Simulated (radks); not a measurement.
The numbers below are computed, except where a source is named.
Orbital eigenvalues (eV) of the molybdenum ion Mo15+, [Ar] 3d9, at several levels of relativity; Dirac values are averaged over j with weights 2j + 1. Spin-unpolarised spherical Kohn-Sham, PBEsol, point nucleus unless stated (finite: rms radius 4.4091 fm), a radial shooting solver on a logarithmic mesh with Libxc functionals. A level marked "c x" has the speed of light scaled by that factor and shares open shells by 2j + 1; other Dirac levels either fill j = l - 1/2 first or share by 2j + 1.

shell  non-rel.  scalar-rel., finite nucleus  Dirac, 2j+1 shares  Dirac, c x 0.75  change of magnitude, last against first (%)
1s       -19691                       -20189              -20180           -20597                                        +4.60
2s      -3051.2                      -3169.3             -3167.6          -3267.6                                        +7.09
2p      -2841.6                      -2874.6             -2874.6          -2902.5                                        +2.14
3s      -799.49                      -823.63             -823.35          -843.86                                        +5.55
3p      -718.83                      -726.48             -726.55          -733.02                                        +1.97
3d      -572.33                      -570.30             -570.14          -568.36                                        -0.69
